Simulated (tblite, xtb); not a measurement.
C4H12Sn (SMILES [CH3][Sn]([CH3])([CH3])[CH3]), singlet, at a GFN2-xTB geometry (such geometries of metal compounds can be far from the true shape). Base run: GFN1-xTB run with xtb 6.7.1.

xtb was given this input:
```
$ xtb mol.xyz --gfn 1 --json

# file mol.xyz
17

C     -0.32734664    -1.51883391    -1.54944519
Sn    -0.00000000    -0.00000000     0.00000000
C     -0.05342988     1.99613663    -0.90960238
C     -1.57557007    -0.15380819     1.51944552
C      1.95634658    -0.32349453     0.93960205
H     -1.29048020    -1.37405102    -2.02483684
H     -0.30413761    -2.51246171    -1.11729855
H      0.44288661    -1.45732837    -2.30940794
H      0.10673102     2.75991054    -0.15754954
H     -1.01404233     2.17327110    -1.37910495
H      0.71932449     2.08999374    -1.66367605
H     -2.55019221     0.00353832     1.07229975
H     -1.56384962    -1.13487237     1.97983804
H     -1.42941886     0.59017776     2.29385516
H      2.00057458    -1.30612049     1.39465773
H      2.74759880    -0.25098716     0.20254834
H      2.13500534     0.41892964     1.70867485
```

Programs used: tblite, xtb; a row that names a program was run with it.

Each row names what was changed in the base input (with any setting that the change needs).

| change | ΔE vs base (kJ/mol) | HOMO-LUMO gap (eV) | G_solv (kcal/mol) | SCF cycles |
|---|---|---|---|---|
| base | 0.00 | 5.34 | - | 9 |
| acc = 30 | 0.00 | 5.34 | - | 7 |
| program = tblite; method = gfn1 | 0.00 | - | - | - |
| etemp = 3000 | -0.01 | 5.34 | - | 9 |
| alpb = cs2 | -20.84 | 5.34 | -4.99 | 9 |
| program = tblite; method = gfn1; option = (--efield, 0,0,0.1) | -0.36 | - | - | - |
| file = coord | 0.00 | 5.34 | - | 9 |
| alpb = thf | -19.76 | 5.34 | -4.74 | 9 |
| acc = 0.1 | 0.00 | 5.34 | - | 9 |

ALPB and GBSA are two models with their own fitted parameters for each solvent, which aren't always the measured dielectric constant.
